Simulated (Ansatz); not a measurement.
`CN(C)[Si]Cl` + H₂ → `[SiH]Cl` + `CNC` at 700 K and 1 bar (hydrogenolysis of the Si–N bond).

Program: Ansatz. Geometries: PBE0-D4/def2-TZVP. ΔE: electronic, gas phase. CBS: MP2 limit from def2 TZ/QZ plus the TZ coupled-cluster correction, frozen cores. This one scheme is used for every species. Each species was taken in one conformer, which may not be the lowest.

| species | CCSD(T)/CBS energy (Eh) | H − E (kJ/mol) | S (J/(mol·K)) |
| --- | --- | --- | --- |
| `CN(C)[Si]Cl` | -883.31525 | 297.1 | 453.8 |
| H₂ | -1.17544 | 46.8 | 155.3 |
| `[SiH]Cl` | -749.43948 | 49.2 | 290.2 |
| `CNC` | -135.00321 | 296.9 | 352.4 |

H − E and S are ideal-gas, rigid-rotor, harmonic terms from PBE0-D4/def2-TZVP, for one conformer and one mirror image of each species. The MP2-based limit puts H₂ 0.8 mEh under its directly extrapolated value; such offsets cancel only in part. 1 Eh = 2625.50 kJ/mol, R = 8.31446 J/(mol·K).

Task: By hand: ΔE, ΔH, ΔS and ΔG.

Result: ΔE = (-749.43948) + (-135.00321) − (-883.31525) − (-1.17544) = 0.04800 Eh = 126.0 kJ/mol. Δ(H − E) = 49.2 + 296.9 − 297.1 − 46.8 = 2.2, so ΔH = 128.2 kJ/mol. ΔS = 290.2 + 352.4 − 453.8 − 155.3 = 33.5 J/(mol·K). ΔG = 128.2 − 700 × (33.5)/1000 = 104.7 kJ/mol.

Task: By hand: the equilibrium constant, and the temperature at which ΔG would vanish if ΔH and ΔS stayed fixed.

Result: log₁₀ K = −ΔG/(RT ln 10) = -7.8. ΔG = 0 at ΔH/ΔS = 3827 K, far beyond where these terms or the molecules hold.

ΔH outweighs TΔS. A doubt of 5 kJ/mol in ΔE shifts log₁₀ K by 0.4 here. Other conformers and mirror images would add mixing entropy, several J/(mol·K) or more a flexible species. These are equilibria of isolated gas molecules and say nothing of rates. Largest T1 diagnostic: 0.013 (customary marks: 0.02 for closed shells, 0.045 for open ones).
